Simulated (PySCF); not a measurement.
## From PBE to CCSD(T): MCl along group 14

PBE and CCSD(T) in PySCF with def2-TZVPPD on every atom (core potentials on Sn), for the lowest determinant that a PBE0 search found; no spin–orbit coupling.

| molecule | state (unpaired electrons) | PBE Re (Å) | PBE ωe (cm⁻¹) | PBE De (eV) | CCSD(T) Re (Å) | CCSD(T) ωe (cm⁻¹) | CCSD(T) De (eV) |
| --- | --- | --- | --- | --- | --- | --- | --- |
| CCl | doublet (π ↑) | 1.658 | 855 | 4.76 | 1.656 | 869 | 4.01 |
| SiCl | doublet (π ↑) | 2.085 | 512 | 4.61 | 2.075 | 531 | 4.21 |
| GeCl | doublet (π ↑) | 2.195 | 390 | 4.33 | ? | ? | ? |
| SnCl | doublet (π ↑) | 2.392 | 334 | 4.12 | 2.371 | 350 | 3.77 |

Estimate the CCSD(T) values of GeCl by adding the mean shift from PBE to CCSD(T) of the other rows, and compare with the calculation.

The mean shifts are -1.1 pm, +16 cm⁻¹ and -0.50 eV, which give 2.184 Å, 406 cm⁻¹ and 3.83 eV. CCSD(T)/def2-TZVPPD gives Re = 2.178 Å, ωe = 410 cm⁻¹, De = 3.94 eV.

What are the mean differences of PBE from CCSD(T) over the whole series?

Re +1.2 pm, ωe -17 cm⁻¹, De +0.47 eV.

In a basis of this size CCSD(T) is itself not converged; it tends to give bonds that are too long and too weak.

Correlated steps freeze the inner cores (6 to 14 orbitals); shallow outer-core shells are correlated. These are scalar-relativistic numbers at best; spin–orbit coupling would shift them, the dissociation energy most. States were picked by a PBE0 search and need not be the measured ground states.
